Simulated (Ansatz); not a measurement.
Si2H10O2, closed shell: at a first-order saddle point.

The input file, in.yaml:

```yaml
crystal:
  periodic: [false, false, false]
  atoms:
    - {symbol: Si, position_ang: [-0.272661, -0.925692, 0.291491]}
    - {symbol: H, position_ang: [0.260756, 0.597183, 0.926928]}
    - {symbol: H, position_ang: [-0.491809, -2.227373, -0.480631]}
    - {symbol: H, position_ang: [-0.217602, -1.453829, 1.684534]}
    - {symbol: Si, position_ang: [-2.208191, 0.286199, -0.214052]}
    - {symbol: H, position_ang: [2.012860, 0.158230, -0.298010]}
    - {symbol: O, position_ang: [1.248814, -0.737968, -0.636723]}
    - {symbol: H, position_ang: [1.329432, 1.030482, 0.772746]}
    - {symbol: O, position_ang: [2.340154, 1.094410, 0.328531]}
    - {symbol: H, position_ang: [-2.613530, 1.117664, 0.954509]}
    - {symbol: H, position_ang: [-1.883066, 1.225911, -1.329700]}
    - {symbol: H, position_ang: [-3.375833, -0.532193, -0.651886]}
    - {symbol: H, position_ang: [1.499903, -1.522354, -1.131981]}
    - {symbol: H, position_ang: [2.370772, 1.889331, -0.215755]}
basis:
  gaussian: {orbitals: def2-TZVPP}
hamiltonian: {xc: {name: r2SCAN0}, dispersion: d4}
```

Command:

```bash
ansatz run in.yaml --threads 8 --pin off --events-out ev --progress --plain --max-ram 19148MiB
```

Output of Ansatz 0.2.0:

```
Functional definition: r2SCAN0
  name "r2SCAN0"
  cite "Bursch, Neugebauer, Ehlert & Grimme, J. Chem. Phys. 156, 134105 (2022) doi:10.1063/5.0086040"
  cite "Furness, Kaplan, Ning, Perdew & Sun, J. Phys. Chem. Lett. 11, 8208 (2020) doi:10.1021/acs.jpclett.0c02405"
  cite "Furness, Kaplan, Ning, Perdew & Sun, J. Phys. Chem. Lett. 11, 9248 (2020) doi:10.1021/acs.jpclett.0c03077"
  parent r2scan
  parameter a = 0.25
  parameter k0 = 0.174
  parameter k1 = 0.065
  parameter a1 = 4.9479
  exchange = (1 - a)*r2scan_x(k0 = k0, k1 = k1, a1 = a1) + a*exact_x
  correlation = r2scan_c
1474 factors; their error is unknown
mean field evaluation 1: about -20003.8520 eV, gradient 5.7e1 eV
mean field evaluation 2: about -20000.1704 eV, gradient 7.3e1 eV
mean field evaluation 4: about -20008.9060 eV, gradient 1.9e0 eV
mean field evaluation 8: about -20008.9146 eV, gradient 2.8e-2 eV
mean field evaluation 16: about -20008.9533 eV, gradient 2.3e-5 eV
mean field -20008.95329685 eV, -735.3154711038 hartree, gradient 2.3e-5 eV, S^2 0.000000; 0 other end points of the search recorded, 0 dependent functions left out
reference -20008.95330877 eV, -735.3154715416 hartree; 27, 27 occupied and 259, 259 virtual orbitals, 1474 factors
Total energy: -20009.03232950 eV, -735.3183754999 hartree
```

The lines “mean field evaluation” count trial sets of orbitals through the whole run, from several starts and some on an approximate energy, so they need not fall steadily or lie above the final value.

Hardware: 8 CPU threads of an Arm Neoverse V1, shared host. Wall time 3.4 s; peak host memory 0.65 GiB.
